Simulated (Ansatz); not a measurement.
Molecule: C3H8As, charge 0, multiplicity 2. It need not be the lowest isomer of its formula. 
Coordinates optimised at B3LYP-D3(BJ)/def2-TZVP (Ansatz, a first-principles code):
```xyz
12

C     -0.8349    -0.0970     0.3580
C     -1.0224    -1.0774     1.4659
C     -2.0141     0.2397    -0.4906
As     0.9445     0.1969    -0.3462
H     -1.2039    -2.0954     1.0884
H     -1.8982    -0.8134     2.0688
H     -0.1592    -1.1298     2.1315
H     -2.3236    -0.6083    -1.1204
H     -1.8258     1.0836    -1.1564
H     -2.8788     0.4889     0.1343
H      0.7426     1.6666    -0.7128
H      1.6071     0.5184     0.9927
```
Charge 0, spin multiplicity 2.

Parts of the frozen-core correlation energy in aug-cc-pVDZ (Ansatz, hartree). Frozen orbitals: 17; correlated occupied orbitals by spin: 13 and 12; virtual: 147 and 148. UHF or UKS for open shells. Spin-orbit coupling is left out. Non-relativistic.

```csv
term,value
reference (HF),-2352.39141
MP2 opposite-spin,(withheld)
MP2 same-spin,(withheld)
CCSD correlation,-0.61028
(T),(withheld)
T1 diagnostic,0.015
largest doubles amplitude,0.015
<S^2> of the reference,0.769
```

### Question
What belongs in the gaps?

### Answer

- MP2 opposite-spin, value: -0.42306
- MP2 same-spin, value: -0.12203
- (T), value: -0.02079
